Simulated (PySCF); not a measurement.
Compound: C₇H₇F.
Bonds: C1–C2, C2–C3 (aromatic), C3–C4 (aromatic), C4–C5 (aromatic), C5–F6, C5–C7 (aromatic), C7–C8 (aromatic), C2–C8 (aromatic). Hydrogens: H9, H10, H11 on C1; H12 on C3; H13 on C4; H14 on C7; H15 on C8.

The geometry is computed with GFN2-xTB (gas phase).

Q: Give the optimised bond lengths and angles.

A: 
```tsv
bond	length (Å)
C1–C2	1.498
C2–C3, C2–C8	1.390
C3–C4, C7–C8	1.383
C4–C5, C5–C7	1.382
C5–F6	1.352
C1–H9, C1–H10, C1–H11	1.088
C3–H12, C8–H15	1.080
C4–H13, C7–H14	1.079
```

Bonds in one row agree within 0.01 Å and their mean is given. A selection of angles:
```tsv
angle	degrees
C1–C2–C3	120.6
C3–C2–C8	118.8
C2–C3–C4	121.1
C3–C4–C5	118.7
C4–C5–F6	119.1
C4–C5–C7	121.7
```

Of the pairs four or more bonds apart, H11···H15 is among the closest relative to their van der Waals radii: 2.46 Å, 102 % of the sum of Bondi's values. The 7 C–C bonds span 1.382 Å (C5–C7, aromatic) to 1.498 Å (C1–C2, drawn single), a spread of 0.116 Å. The 6-membered ring C2–C3–C4–C5–C7–C8 has internal angles of 118.7° to 121.7°; it is planar, 0.00 Å rms from its mean plane, widest ring torsion 0°. The 8 heavy atoms lie in one plane (0.005 Å rms).

Point group: Cs (tolerance 0.08 Å). Whether it is a minimum is left open (no frequencies).
